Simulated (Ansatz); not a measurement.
Geometry optimisation, UKS PBE/def2-SVP in Ansatz.

Input file:

```yaml
crystal:
  periodic: [false, false, false]
  atoms:
    - { symbol: Ta, position_ang: [-0.430874, 0.010096, 0.037833] }
    - { symbol: Cl, position_ang: [3.201011, 0.01634, 0.556931] }
    - { symbol: F, position_ang: [0.414084, -0.137706, 1.732434] }
    - { symbol: F, position_ang: [-0.00704, 0.125223, -1.799128] }
    - { symbol: O, position_ang: [-1.172905, 1.729818, 0.272336] }
    - { symbol: H, position_ang: [-1.964458, 2.256409, 0.479247] }
    - { symbol: F, position_ang: [-0.881779, -1.824716, -0.02997] }
    - { symbol: O, position_ang: [4.624669, -0.179121, -0.261874] }
    - { symbol: H, position_ang: [5.033492, -0.969841, 0.158092] }
magnetization:
  spin_polarized: true
  initial_magnetization: 1
basis:
  gaussian: { orbitals: def2-SVP }
hamiltonian:
  xc: pbe
relax:
  f_tol: 0.03
  max_steps: 50
output:
  orbitals: {}
```

Run as:

```bash
$ ansatz run input.yaml --threads 4 --pin off --max-ram 5120MiB --backend cpu --events-out ev --progress --plain --runs-dir out
```

Question: Where does it end, and by what steps?

Answer: The run converged. After 38 steps the energy has fallen by 3.299 eV; Cl2 moved furthest, 2.03 Å. Parted: Cl2–O8 (1.65 → 2.42 Å). Joined: Ta1–Cl2 (3.67 → 2.58 Å), Ta1–O8 (5.07 → 2.09 Å).

| step | energy less start (eV) | largest force component (eV/Å) | accepted |
| --- | --- | --- | --- |
| 0 | 0.0000 | 1.729 | yes |
| 2 | -0.1489 | 0.545 | yes |
| 4 | -0.6361 | 1.875 | yes |
| 6 | -1.2220 | 4.049 | yes |
| 8 | -1.6291 | 0.280 | yes |
| 10 | -1.6547 | 0.063 | yes |
| 12 | -1.6819 | 0.560 | yes |
| 14 | -1.7400 | 0.537 | yes |
| 16 | -1.8364 | 0.553 | yes |
| 18 | -2.0391 | 0.418 | yes |
| 20 | -2.4733 | 0.857 | yes |
| 22 | -3.0156 | 1.181 | yes |
| 24 | -3.1512 | 0.724 | yes |
| 26 | -3.2156 | 0.426 | yes |
| 28 | -3.2000 | 1.770 | no |
| 30 | -3.2630 | 0.370 | yes |
| 32 | -3.2839 | 0.380 | yes |
| 34 | -3.2920 | 0.062 | yes |
| 36 | -3.2972 | 0.278 | yes |
| 38 | -3.2986 | 0.013 | yes |

```xyz
9
Properties=species:S:1:pos:R:3
Ta 0.685 -0.156 -0.071
Cl 2.273 1.818 0.426
F 0.975 -0.727 1.735
F 0.921 0.220 -1.914
O -0.764 0.987 0.274
H -1.045 1.857 0.600
F -0.113 -1.810 -0.475
O 2.753 -0.480 -0.157
H 3.132 -0.681 0.728
```

Whether the end is a true minimum wasn't checked by a vibrational analysis.

Time of the run: 2.6 min on 4 threads of Arm Neoverse V1 (shared host), peak memory 0.35 GiB.
